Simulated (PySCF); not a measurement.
Cl$_{2}$HSi, CH$_{4}$B$_{2}$N, AlBClO, C$_{2}$H$_{6}$OSi and others (calculated)

All values are calculated (PySCF 2.14.0). Calculation on a computer-drawn molecule: optimised geometry and harmonic frequencies of an isolated molecule of the commonest isotopes, restricted reference for singlets and unrestricted otherwise, frozen core in MP2.

(1) Cl$_{2}$HSi

Start structure:
```xyz
4
Cl2HSi
Cl    -2.8120    -1.9835    -0.3779
Si    -1.1201    -1.1429     0.0982
Cl    -0.1843    -1.6473     1.7309
H     -0.5507    -0.1299    -0.7728
```

```
charge                                        : 1
multiplicity                                  : 1
method                                        : MP2
basis                                         : cc-pV(D+d)Z
rotational constants                          : 22.05, 2.485, 2.233 GHz
total energy                                  : -1208.6646 hartree
convergence status largest gradient component : 3.554e-05 hartree/bohr
```

Drawn bonds:
```tsv
atom	other atom	order
1	2	1
2	3	1
2	4	1
```

Optimised structure:
```xyz
4
Cl2HSi
Cl    -2.8212    -1.9839    -0.3863
Si    -1.1221    -1.1468     0.1013
Cl    -0.1743    -1.6453     1.7380
H     -0.5495    -0.1277    -0.7746
```

Modes:
```tsv
frequency (cm⁻¹)	reduced mass (dalton)
208.7	24.35
546.8	1.261
597.9	21.22
748.6	2.518
831.8	1.669
2407	1.045
```

(2) CH$_{4}$B$_{2}$N

Start structure:
```xyz
8
CH4B2N
B      1.0292    -1.3640    -0.4319
C      2.0678    -1.8882     0.5277
N      1.7540    -2.2564     1.8691
B      1.4936    -2.5994     2.9339
H      1.2702    -0.9524    -1.4970
H      2.5637    -2.7599    -0.0043
H      2.8969    -1.1481     0.5610
H      1.1799    -2.8303     4.0372
```

```
charge                                        : 0
multiplicity                                  : 2
method                                        : HF
basis                                         : cc-pVDZ
rotational constants                          : 39.22, 4.824, 4.409 GHz
total energy                                  : -143.9438 hartree
spin squared                                  : 0.7532
convergence status largest gradient component : 2.551e-05 hartree/bohr
```

Drawn bonds:
```tsv
atom	other atom	order
1	2	1
2	3	1
3	4	2
1	5	1
2	6	1
2	7	1
4	8	1
```

Optimised structure:
```xyz
8
CH4B2N
B      1.0156    -1.3215    -0.4069
C      2.1423    -1.8945     0.5223
N      1.7774    -2.2597     1.8393
B      1.4519    -2.5734     2.9782
H      1.1984    -0.9770    -1.5409
H      2.5806    -2.7535    -0.0061
H      2.9471    -1.1452     0.5415
H      1.1420    -2.8740     4.0683
```

Modes:
```tsv
frequency (cm⁻¹)	reduced mass (dalton)
197.6	3.386
254.1	2.309
353.1	1.242
476.5	3.691
608.3	1.514
782	1.703
802.5	1.382
806.3	1.341
1037	2.647
1097	2.743
1322	1.118
1413	1.58
1527	1.096
2115	4.839
2723	1.095
2990	1.224
3119	1.06
3147	1.097
```

(3) AlBClO

Start structure:
```xyz
4
AlBClO
O     -1.1262    -3.2649     3.5924
B     -0.2339    -2.5544     3.4468
Al     1.2037    -0.9398     3.2816
Cl     2.9866    -1.4582     2.4998
```

```
charge                                        : 0
multiplicity                                  : 2
method                                        : HF
basis                                         : cc-pV(D+d)Z
rotational constants                          : 15.84, 1.798, 1.615 GHz
total energy                                  : -801.0771 hartree
spin squared                                  : 0.7571
convergence status largest gradient component : 1.439e-05 hartree/bohr
```

Drawn bonds:
```tsv
atom	other atom	order
1	2	2
2	3	1
3	4	1
```

Optimised structure:
```xyz
4
AlBClO
O     -1.1151    -3.3208     3.5816
B     -0.2701    -2.4950     3.4637
Al     1.1752    -0.9205     3.2999
Cl     3.0401    -1.4810     2.4753
```

Modes:
```tsv
frequency (cm⁻¹)	reduced mass (dalton)
107.4	21.76
280.4	12.06
342.9	12.84
449.7	17.77
553.3	27.31
2117	12.47
```

(4) C$_{2}$H$_{6}$OSi

Start structure:
```xyz
10
C2H6OSi
C     -0.7947    -0.1622    -1.2074
C      0.3008    -0.9500    -0.5712
Si     0.3819    -1.4203     1.0974
O     -0.7901    -1.0154     2.2391
H     -1.2522    -0.6909    -2.0042
H     -0.3871     0.8198    -1.6542
H     -1.5665     0.1714    -0.6123
H      1.1099    -1.1941    -1.2080
H      1.2292    -2.2315     1.8758
H     -1.5816    -0.5260     2.0304
```

```
charge                                        : 0
multiplicity                                  : 1
method                                        : HF
basis                                         : cc-pV(D+d)Z
rotational constants                          : 13.37, 3.561, 2.862 GHz
total energy                                  : -443.0160 hartree
convergence status largest gradient component : 3.673e-05 hartree/bohr
```

Drawn bonds:
```tsv
atom	other atom	order
1	2	1
2	3	2
3	4	1
1	5	1
1	6	1
1	7	1
2	8	1
3	9	1
4	10	1
```

Optimised structure:
```xyz
10
C2H6OSi
C     -0.7814    -0.1155    -1.2612
C      0.2390    -0.9275    -0.4987
Si     0.2837    -1.3905     1.1208
O     -0.8037    -1.0599     2.2972
H     -1.2142    -0.6873    -2.0879
H     -0.3365     0.7867    -1.6924
H     -1.6111     0.2083    -0.6267
H      1.0916    -1.2796    -1.0764
H      1.3532    -2.1879     1.7185
H     -1.5711    -0.5461     2.0923
```

Modes:
```tsv
frequency (cm⁻¹)	reduced mass (dalton)
153.1	3.413
186.6	1.044
256.8	1.485
333.2	2.3
444.5	3.536
554.4	1.102
746.1	1.124
773.3	3.261
834.5	1.316
942.3	1.369
973.6	2.065
1081	1.452
1132	1.353
1219	1.985
1466	2.153
1522	1.272
1578	1.044
1604	1.071
2424	1.043
3154	1.036
3208	1.103
3219	1.102
3281	1.085
4170	1.067
```

(5) B$_{3}$H$_{4}$

Start structure:
```xyz
7
B3H4
B     -0.2779     1.4048     2.4819
B     -0.0050     1.9951     0.9804
B     -0.6786     1.2416    -0.2412
H     -0.5329     0.9559     3.4022
H      0.7185     2.7231     0.4376
H     -0.2765     0.3866    -0.9553
H     -1.7570     1.6733    -0.7064
```

```
charge       : 1
multiplicity : 1
method       : HF
basis        : cc-pVDZ
```

Drawn bonds:
```tsv
atom	other atom	order
1	2	1
2	3	1
1	4	1
2	5	1
3	6	1
3	7	1
```

Q: B$_{3}$H$_{4}$ (entry 5): total energy?
A: -75.9912 hartree

Q: What rotational constants does the calculation give for B$_{3}$H$_{4}$ (entry 5)?
A: 46.14, 7.59, 6.906 GHz

Further results for B$_{3}$H$_{4}$ (entry 5):

```
convergence status largest gradient component : 3.734e-05 hartree/bohr
```

Optimised structure:
```xyz
7
B3H4
B     -0.2520     1.4065     2.4886
B     -0.0131     1.9034     0.8788
B     -0.7881     1.2237    -0.4610
H     -0.4242     1.0550     3.6011
H      0.7710     2.8007     0.7611
H     -0.2785     0.3066    -1.0329
H     -1.8246     1.6845    -0.8366
```

Modes:
```tsv
frequency (cm⁻¹)	reduced mass (dalton)
209.5	2.485
291.3	1.159
460.5	1.089
635	1.119
651.7	1.196
700.1	3.509
898.7	1.661
912.3	1.936
993.3	1.713
1085	2.101
1218	1.17
2706	1.05
2737	1.089
2805	1.124
2933	1.103
```
